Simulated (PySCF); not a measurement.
Method: PBE-D3(BJ)/def2-TZVP // PBE0-D3(BJ)/def2-SVP (PySCF 2.14.0). Gas-phase values, no solvent. One relaxed conformer stands for a flexible species; it need not be the lowest. Excitations are Tamm–Dancoff values on a coarser integration grid. The basis has no diffuse functions, so Rydberg states are missing or too high.

Reference species (SMILES): `C1C(C#N)(B)CCCC1` (neutral, multiplicity 1).

```yaml
T1 excitation (TDA): 4.03 eV
HOMO–LUMO gap: 4.41 eV
HOMO: -7.41 eV
```

Changed species: `B[C@H]1CC[C@@H](C#N)CC1`.

Question: Give the shifts of the T1 excitation (TDA), HOMO–LUMO gap and HOMO.

Answer: the T1 excitation (TDA) goes up by 0.33 eV, to 4.36 eV; the HOMO–LUMO gap rises by 0.23 eV, to 4.64 eV; the HOMO increases by 0.19 eV, to -7.22 eV.
